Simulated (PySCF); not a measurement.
B(H)(Me)(OSiH3), SMILES CBO[SiH3] (CH₇BOSi) at its B3LYP/def2-SVP optimised geometry (Å):

```
11

B     -0.5077    -1.7168     2.4433
H      0.7094    -1.7525     2.5067
C     -1.3879    -2.3594     3.5714
H     -1.1287    -1.9169     4.5507
H     -1.1458    -3.4341     3.6666
H     -2.4709    -2.2525     3.4063
O     -1.0799    -1.1096     1.3714
Si    -0.4895    -0.3365     0.0000
H      1.0016    -0.3365     0.0000
H     -1.0016     1.0598     0.0000
H     -1.0012    -1.0598    -1.1946
```

Level of theory: B3LYP/def2-TZVP (PySCF). Cells within 0.4 Å of a nucleus heavier than hydrogen are left out (blank, or x).

Map of the Laplacian of the electron density (e/bohr⁵), clipped to [-1.50, 1.50] on the plane z = 1.5 Å:

```
|77777777777777777777777777777|
|77777777777777777777777777777|
|77777777777777777777777777777|
|77777777777777777777777777777|
|77777777777777777777777777777|
|77777777777777777777777777777|
|77777777777777777777777777777|
|77777777777777777777777777777|
|77777777777777777777777777777|
|77777777777777777777777777777|
|77777777777777777777777777777|
|77777777777777777777777777777|
|77777777777777777777777777777|
|77777777777777777777777777777|
|77777777777777777777777777777|
|77777777888887777777777777777|
|77777778999988777777777777777|
|7777778990x798777777777777777|
|777777892xxx99877777777777777|
|777777893xxx99877777777777777|
|77777789930698877777777777777|
|77777778999988777777777777777|
|77777777888877777777777777777|
|77777777777777777777777777777|
|77777777777777777777777777777|
|77777777777777777777777777777|
|77777777777777777777777777777|
|77777777777777777777777777777|
|77777777777777777777777777777|
```
Scale: ten equal steps from -1.50 (start of '0') to 0.536 (end of '9'), in the order '0123456789'; x runs from -3.50 to 3.50, y from -3.50 (bottom) to 3.50 (top).
